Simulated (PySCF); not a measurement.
Does the structure fit the spectrum?

A compound C$_{7}$H$_{11}$N$_{3}$ gives the data below (simulated from a calculation) and was assigned the structure `CC(C)(C)c1cnncn1`.

$^{13}$C{$^{1}$H} NMR (computed): δ 193.3 (C), 172.4 (CH, 2C), 42.0 (C), 30.7 (CH3, 3C).

$^{1}$H NMR (500 MHz, computed): δ 9.34 (s, 2H), 1.53 (s, 9H).

- σ from GIAO-PBE0/pcSseg-1
- geometry: GFN2-xTB
- run in PySCF 2.14.0 with density-fitted response routines
- averaged over atoms made equivalent by symmetry, fast rotation or ring inversion, non-relativistic, isolated molecule, single conformer

References, each an isolated molecule treated in the same way: TMS for $^{1}$H and $^{13}$C.

Problem. Compare with the shifts computed for the proposed structure, pairing carbons in order of shift.

Solution. Structure with atom numbers: `[CH3:1][C:2]([CH3:3])([CH3:4])[c:5]1[cH:6][n:7][n:8][cH:9][n:10]1`. Each H is labelled by its parent atom.

```csv
atom,computed for proposal,given list,difference
C5,173.9,193.3,-19.4
C9,162.2,172.4,-10.2
C6,156.6,172.4,-15.8
C2,38.4,42.0,-3.6
C1,31.0,30.7,+0.3
C3,31.0,30.7,+0.3
C4,31.0,30.7,+0.3
```

The rms difference is 10.3 ppm and the largest -19.4 ppm at C5 (substituted aromatic carbon next to a ring nitrogen). The proposal also would give 5 carbon signals, not 4. The proposal doesn't fit.

Problem. Which isomer fits?

Solution. `CC(C)(C)c1ncncn1`.

1. Carbon types of the structure: 2 × C, 2 × CH, 3 × CH3, which accounts for all hydrogens.
2. δC 193.3: substituted aromatic carbon next to a ring nitrogen.
3. δC 172.4: aromatic CH between two ring heteroatoms.
4. δC 30.7: methyl carbon; a saturated carbon with 1 carbon neighbour and no heteroatom attached.
5. δH 9.34: hydrogen on an aromatic CH between two ring heteroatoms; the ring current deshields protons in the ring plane.

Other isomers checked: CCc1nc(C)nnc1C (rms 12.4 ppm); CC(C)(C)c1ccnnn1 (rms 22.8 ppm).

The data come from this structure; uniqueness wasn't tested.

Shifts are as computed. Against solution values, carbons near 30 ppm lie about +3 ppm off and those near 130 ppm about +5 ppm. Of 1211 compounds with measured shifts, 218 miss one by over three times the rms of a fit or turn the order of signals round; such compounds aren't used in these exercises. Multiplicities follow the n + 1 count of equivalent neighbours, as no J values were calculated; m marks all less simple cases, F and P coupling included.
